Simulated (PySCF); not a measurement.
## ReOF3: one run

ReOF3 (singlet). PySCF 2.14.0, RKS B3LYP, Re def2-SVP with ECP60, O def2-SVP, F def2-SVP; non-relativistic Hamiltonian with scalar-relativistic core potentials where named; density fitting; no spin-orbit coupling. Purpose: singlet excitations, Tamm-Dancoff B3LYP.

```python
mol = gto.M(atom='''
Re     0.04724     0.00000     0.03566
O      1.68599     0.00000     0.47776
F     -0.08340     1.77275    -0.43962
F     -1.78976    -0.00000     0.45731
F     -0.08340    -1.77275    -0.43962''',
    basis={'Re': 'def2-SVP', 'O': 'def2-SVP', 'F': 'def2-SVP'},
    ecp={'Re': 'def2-SVP'},
    charge=0, spin=0)
mf = dft.RKS(mol, xc='B3LYP')
mf.grids.atom_grid = (50, 194)
mf = mf.density_fit()  # fitting sets: Re def2-universal-JKFIT, O def2-universal-JKFIT, F def2-universal-JKFIT
mf.conv_tol = 1e-08; mf.max_cycle = 55
mf.kernel(dm0)  # dm0: converged density of the relaxed state
td = mf.TDA(); td.nstates = 8; td.kernel()
```

Run from Python with OMP_NUM_THREADS=2; the lines above give its settings. Where DIIS fails, smearing, a level shift and second-order steps follow.
It took 16 s on 2 threads of Intel(R) Xeon(R) Platinum 8375C CPU @ 2.90GHz (Ice Lake), with other jobs on the host, from an already converged density.

Problem. Where do the frontier levels lie, over both spins?

Solution. HOMO -7.89 eV, LUMO -5.05 eV. 

Problem. What does the SCF print?

Solution. 
```
init E= -452.860431922455
cycle= 1 E= -452.852430729565  delta_E= 0.008  |g|= 0.258  |ddm|= 0.331
cycle= 2 E= -452.725094868175  delta_E= 0.127  |g|= 0.867  |ddm|= 0.736
cycle= 3 E= -452.860742080249  delta_E= -0.136  |g|= 0.154  |ddm|= 0.581
cycle= 4 E= -452.865391475639  delta_E= -0.00465  |g|= 0.0108  |ddm|= 0.105
...
cycle= 7 E= -452.865414361966  delta_E= -1.11e-07  |g|= 0.000162  |ddm|= 0.000798
cycle= 8 E= -452.865414367141  delta_E= -5.18e-09  |g|= 5.95e-05  |ddm|= 0.00019
Extra cycle  E= -452.865414357262  delta_E= 9.88e-09  |g|= 0.000234  |ddm|= 0.000206
converged SCF energy = -452.865414357262
```

Problem. What are the Mulliken charges and spins?

Solution. 
| atom | charge (e) | spin (e) |
| --- | --- | --- |
| Re1 | 1.170 | 0.000 |
| O2 | -0.277 | 0.000 |
| F3 | -0.282 | 0.000 |
| F4 | -0.329 | 0.000 |
| F5 | -0.282 | 0.000 |

Problem. Which singlet excitations follow (Tamm-Dancoff, 8 states)?

Solution. 
| state | eV | oscillator strength |
| --- | --- | --- |
| 1 | 1.01 | 0.0001 |
| 2 | 2.13 | 0.0000 |
| 3 | 2.52 | 0.0011 |
| 4 | 4.68 | 0.0007 |
| 5 | 4.79 | 0.0008 |
| 6 | 5.21 | 0.0005 |
| 7 | 5.62 | 0.0003 |
| 8 | 5.66 | 0.0052 |
Functionals without range separation put charge-transfer states too low; the basis has no diffuse functions.

The geometry was relaxed with BP86 (Re def2-SVP with ECP60, O def2-SVP, F def2-SVP).
